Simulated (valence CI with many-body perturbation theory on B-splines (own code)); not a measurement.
A CI+MBPT run for Hf³¹⁺

Computed by configuration interaction combined with many-body perturbation theory (CI+MBPT): five valence electrons over a frozen Dirac-Fock core [Kr], a basis of 7 s, 7 p, 8 d, 6 f, 4 g, 1 h functions for each j, with the one-electron correlation potential Σ1 (screened to all orders), the two-electron term Σ2, the three-electron term Σ3, Breit, model QED; selected single and double excitations, second order for the rest (own B-spline code, finite nucleus).

Command, and the settings that its task file holds:

```sh
python run_cv.py task.json out
```

```
atom Hf  Z=72  mass_number=180  rms_radius_fm=5.3470
core [Kr]
valence 4d5
avg = 1
basis = M
breit = 1
cap = 40000
capref = 1200
cscale = 1
de = 0.0
dress = 0
eps = 2e-08
h = 0.27
hh = 1
l2 = 3
lcore = 6
maxit = 60
n2 = 5
natural = 1
nlev = 45
nno = [4, 4, 5, 4, 3, 1]
nroot = 26
nsp = [3, 3, 3, 2, 1, 0]
pt2 = 1
qed = 1
rpa = 1
s1 = 1
s2 = 1
s3 = 1
screen = 1
tol = 2e-05
```

(1) Roughly how long does this run take on one core of Arm Neoverse V2, and how much memory?

Log. The first blocks belong to the next ion, which gives the ionisation energy. Fields: 2J, parity (1 odd), roots, reference size, generating configurations, candidates as configurations/state functions, variational space P, stored matrix elements, Davidson steps; e2 is the range of second-order energies in hartree. The first line gives the box (bohr), its intervals, the orbitals and the steps of their self-consistent field. Window is the range of levels sought, series limit the energy at which the first omitted orbital would enter, core excitation an estimate of the first excitation out of the core, left out the lowest levels not solved, and shifts from estimates the range by which levels moved from their first estimate, all in cm⁻¹.

```
rmax 4.7 intervals 58 orbitals 59 references ['4d5', '4d4 4f', '4d4 5s', '4d3 4f2', '4d4 5p'] scf 5 t 1.2
2J=0 par=0 roots 2 ref 26 generators 6 cand 7162/17694 P 1379/2642 nnz 1.2e+06 it 5
2J=0 par=0 roots 2 ref 26 generators 11 cand 9592/24398 P 2054/4205 nnz 2.6e+06 it 4
   second order: generators 12 cand 9593/24352 e2 -0.00003 -0.00001
reference levels 1532, estimated 37, window 518421 1/cm; series limit 6581718, core excitation 1195956
2J=5 par=0 roots 10 ref 183 generators 15 cand 12992/429595 P 560/7974 nnz 1.3e+07 it 7
2J=5 par=0 roots 10 ref 183 generators 16 cand 12630/424295 P 1972/27129 nnz 1.3e+08 it 7
   second order: generators 26 cand 23913/914356 e2 -0.00091 -0.00054
2J=7 par=0 roots 7 ref 192 generators 9 cand 12970/478229 P 452/7980 nnz 1.5e+07 it 5
2J=7 par=0 roots 7 ref 192 generators 12 cand 12684/472925 P 1522/25093 nnz 1.2e+08 it 8
   second order: generators 20 cand 22899/931413 e2 -0.00106 -0.00076
2J=3 par=0 roots 7 ref 141 generators 11 cand 12941/324952 P 672/7994 nnz 1.4e+07 it 7
2J=3 par=0 roots 7 ref 141 generators 11 cand 12488/319579 P 2179/26002 nnz 1.2e+08 it 7
   second order: generators 23 cand 22941/626095 e2 -0.00053 -0.00033
2J=11 par=0 roots 3 ref 150 generators 9 cand 12639/423780 P 597/7992 nnz 1.5e+07 it 4
2J=11 par=0 roots 3 ref 150 generators 12 cand 12262/418430 P 1942/25117 nnz 1.2e+08 it 6
   second order: generators 17 cand 17787/671710 e2 -0.00041 -0.00037
2J=9 par=0 roots 5 ref 181 generators 9 cand 12866/472684 P 500/7981 nnz 1.5e+07 it 5
2J=9 par=0 roots 5 ref 181 generators 12 cand 12538/467372 P 1600/25047 nnz 1.2e+08 it 8
   second order: generators 20 cand 21317/858826 e2 -0.00094 -0.00063
2J=1 par=0 roots 4 ref 77 generators 9 cand 12684/174255 P 1176/7998 nnz 1.3e+07 it 5
2J=1 par=0 roots 4 ref 77 generators 12 cand 11845/168826 P 2985/22652 nnz 6.5e+07 it 5
   second order: generators 17 cand 18977/289672 e2 -0.00018 -0.00010
2J=13 par=0 roots 1 ref 112 generators 3 cand 9599/309252 P 713/7996 nnz 1.8e+07 it 4
2J=13 par=0 roots 1 ref 112 generators 5 cand 10744/335106 P 1653/20008 nnz 8.4e+07 it 5
   second order: generators 9 cand 15921/495224 e2 -0.00017 -0.00017
left out: unestimated 1457238, estimated none, shifts from estimates -496 to 320
operators 2.5
```

The Davidson iterations converged.

No measured spectrum was set against this ion. As an estimate, large intervals hold to a few tenths of a per cent, small ones and those within an open d or f shell to about a per cent. Only levels of the ground parity were solved; by the run's estimate the other parity begins above the list, which can be wrong where configurations are misplaced.

| Quantity | Value |
| --- | --- |
| Valence energy | -250.256 hartree |
| Ionisation energy | 1245.7 eV (NIST: 1245 ± 4 eV (theoretical)) |
| Reference configurations for the orbitals | 4d5, 4d4 4f, 4d4 5s, 4d3 4f2, 4d4 5p |
| Radial orbitals | 59 |
| Box radius | 4.667 bohr |
| Largest variational space | 27129 |
| Lowest levels | (4d3/2^4 4d5/2) J=5/2 0.0, (4d3/2^3 4d5/2^2) J=5/2 [a] 85033, (4d3/2^3 4d5/2^2) J=7/2 [a] 120780, (4d3/2^3 4d5/2^2) J=3/2 [a] 124430, (4d3/2^3 4d5/2^2) J=11/2 128070, (4d3/2^3 4d5/2^2) J=9/2 139150, (4d3/2^3 4d5/2^2) J=5/2 [b] 146070, (4d3/2^3 4d5/2^2) J=1/2 152230, (4d3/2^3 4d5/2^2) J=7/2 [b] 161670, (4d3/2^3 4d5/2^2) J=3/2 [b] 200650, (4d3/2^2 4d5/2^3) J=5/2 [a] 205690, (4d3/2^2 4d5/2^3) J=7/2 [a] 226450, (4d3/2^2 4d5/2^3) J=11/2 231500, (4d3/2^2 4d5/2^3) J=9/2 [a] 236420 cm⁻¹ |

Levels are named by their leading jj configuration (3d3/2^4 stands for four electrons in 3d with j = 3/2), which in mixed levels can hold well under half, so a name can repeat and another be missing. Letters in brackets count levels of one name in rising energy.

Results:

(1) 3.9 min on 1 thread of Arm Neoverse V2, with other jobs on the host, peak memory 1.3 GiB.
